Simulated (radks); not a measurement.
Species: neutral boron. Configuration: [He] 2s2 2p1.

All-electron calculation, Dirac Kohn-Sham, PBE, spin-unpolarised, spherical densities, finite nucleus; open shells are shared between the two j in proportion to 2j + 1; Fermi nuclear charge, rms radius 2.406 fm. Program: a radial shooting solver on a logarithmic mesh with Libxc functionals.

Energy parts (hartree):
total: -24.60320
kinetic: 24.51987
electron-nucleus: -56.88694
Hartree: 11.56313
exchange-correlation: -3.79925

Orbitals (lengths in bohr, moments of r in powers of bohr):
| orbital | occ. | eigenvalue (hartree) | <1/r> | small-component weight |
|---|---|---|---|---|
| 1s1/2 | 2 | -6.63647 | 4.655 | 2.89e-04 |
| 2s1/2 | 2 | -0.34702 | 0.7357 | 2.79e-05 |
| 2p1/2 | 0.333333 | -0.13262 | 0.5958 | 1.95e-05 |
| 2p3/2 | 0.666667 | -0.13251 | 0.5955 | 1.95e-05 |

The highest occupied level is 2p3/2 at -3.606 eV. The electron density at the nucleus is 73.32 e/bohr^3. Summed over all electrons, <r^2> = 16.38 bohr^2, which gives a Langevin (diamagnetic) susceptibility term of -13 x 10^-6 cm^3/mol.
